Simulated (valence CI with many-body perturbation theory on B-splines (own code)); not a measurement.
**How close is CI+MBPT for Br2+?**

Method: valence CI with perturbative core correlation (CI+MBPT): five valence electrons over a frozen Dirac-Fock core [Ar] 3d10, radial functions for each j: 9 s, 9 p, 8 d, 6 f, 3 g, 1 h, with the one-electron correlation potential Σ1 (screened to all orders), the two-electron term Σ2, the three-electron term Σ3, Breit, model QED; selected single and double excitations, second order for the rest, scaled by the run's own slope (own B-spline code, finite nucleus).

Against 9 measured levels this calculation errs by 360 cm⁻¹ on average and by 875 at most. These come from a selection out of Moore, Atomic Energy Levels, vol. II, NSRDS-NBS 35 (1971 reprint of NBS Circular 467, 1952), an old analysis. Levels without a partner in it may be off by more. Among the levels kept, up to 1400 cm⁻¹ of a level comes from second order outside the variational space, and about a tenth of that is noise between levels of different J, which matters for small intervals. 6 measured levels below the end of the list, from 141997 cm⁻¹ on, found no clear computed partner, and computed levels of the same name lie up to 2024 cm⁻¹ from them.

Measured levels: Moore, Atomic Energy Levels, vol. II, NSRDS-NBS 35 (1971 reprint of NBS Circular 467, 1952). Pairs share parity and J, and are chosen by configuration, term and nearness in energy; levels without a clear partner are left out. The analysis is old, and some levels have since been revised. Energies in cm⁻¹ above the measured ground level. The last column is blank where CI alone has no clear partner.

```csv
Computed label,Label in the source,Measured,Computed,Difference,"CI alone, difference"
4s2 4p3 4S°_3/2,4s2 4p3 4S°,0,0.0,0,0
4s2 4p3 2P°_1/2,4s2 4p3 2P°,26915,27287.9,+373,+532
4s2 4p3 2P°_3/2,4s2 4p3 2P°,28579,28746.6,+168,+219
4s2 4p2 4d 4D_3/2,4s2 4p2(?) 4d,145174.6,146049.1,+875,-1557
4s2 4p2 5s 4P_1/2,4s2 4p2(3P) 5s 4P,145416.9,145253.3,-164,
4s2 4p2 5s 4P_3/2,4s2 4p2(3P) 5s 4P,147670.4,147521.6,-149,-1965
4s2 4p2 5s 4P_5/2,4s2 4p2(3P) 5s 4P,150259.8,150107.6,-152,-2050
4s2 4p2 5p 4D°_5/2,4s2 4p2(3P) 5p 4D°,175910.4,175656.9,-253,-2217
4s2 4p2 5p 4P°_1/2,4s2 4p2(3P) 5p 4P°,176670.6,177516.8,+846,-1093
4s2 4p2 5p 4D°_7/2,4s2 4p2(3P) 5p 4D°,178322.5,178065.6,-257,-2285
```

Over 9 excited levels the mean absolute difference is 360 cm⁻¹, the median 253 and the largest 875. For the 8 levels that pair on every rung the mean is CI alone 1490, + Σ1 1229, + Σ2 389, + Σ3 388, + Breit 398, + QED 384. The comparison draws on a selection of the measured levels: 10 of the 59 computed ones have a partner in it, and others may be off by more.

These 6 measured levels below the end of the computed list are not counted above. Beside each stands the unpaired computed level of its name, or else the nearest of its J and parity; the gap is either an error of the method or a doubtful assignment.

```csv
Label in the source,J,Measured,Unpaired level,Computed
4s2 4p2(?) 4d,5/2,141997,4s2 4p2 4d 4F_5/2,140418
4s2 4p2(?) 4d,3/2,147558,4s2 4p2 5s 2P_3/2,153739
4s2 4p2(?) 4d,5/2,150918,4s2 4p2 4d 4D_5/2,147235
4s2 4p2(?) 4d,3/2,151063,4s2 4p2 5s 2P_3/2,153739
4s2 4p2(3P) 5p 4P°,3/2,178130,4s2 4p2 5p 2D°_3/2 [b],177880
4s2 4p2(3P) 5p 4S°,3/2,182018,4s2 4p2 5p 4S°_3/2,179994
```
